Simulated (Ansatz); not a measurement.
C2H6F2Si2 (`C=C[SiH](F)[SiH2]F`). Charge 0, multiplicity 1. The structure was optimised at the PBE0-D4/def2-TZVP level. It is one conformer, not always the lowest.

```xyz
12

C     0.451   -0.376    2.260
C     0.571    0.419    1.200
Si    0.735   -0.233   -0.522
F     0.846   -1.836   -0.449
Si   -1.165    0.280   -1.819
F    -1.363    1.877   -1.777
H     0.459   -1.458    2.165
H     0.346    0.018    3.267
H     0.556    1.498    1.348
H     1.973    0.282   -1.168
H    -2.390   -0.349   -1.260
H    -1.019   -0.121   -3.243
```

Q: What is the dipole moment at PBE/def2-TZVPP? (Estimate.)

A: Ansatz gave: 0.89 D, with components (0.12, 0.07, 0.88) D in this frame, pointing from negative to positive charge.

Q: And with r2SCAN, B3LYP, ωB97M-V? (An estimate is asked.)

A: Computed: r2SCAN 0.92 D, B3LYP 0.90 D, ωB97M-V 0.94 D.

Q: Give the Mulliken charges with PBE, r2SCAN, ωB97M-V in def2-TZVPP. (Best estimate.)

A: The calculation gave: 
```tsv
atom	PBE	r2SCAN	ωB97M-V
C1	-0.19	-0.14	-0.19
C2	-0.17	-0.22	-0.25
Si3	0.46	0.55	0.48
F4	-0.28	-0.33	-0.32
Si5	0.40	0.48	0.38
F6	-0.29	-0.33	-0.32
H7	0.10	0.09	0.11
H8	0.10	0.08	0.11
H9	0.09	0.08	0.11
H10	-0.09	-0.10	-0.04
H11	-0.07	-0.08	-0.04
H12	-0.07	-0.08	-0.04
```

B3LYP here is the variant with VWN-RPA as its local correlation; programs differ in this.
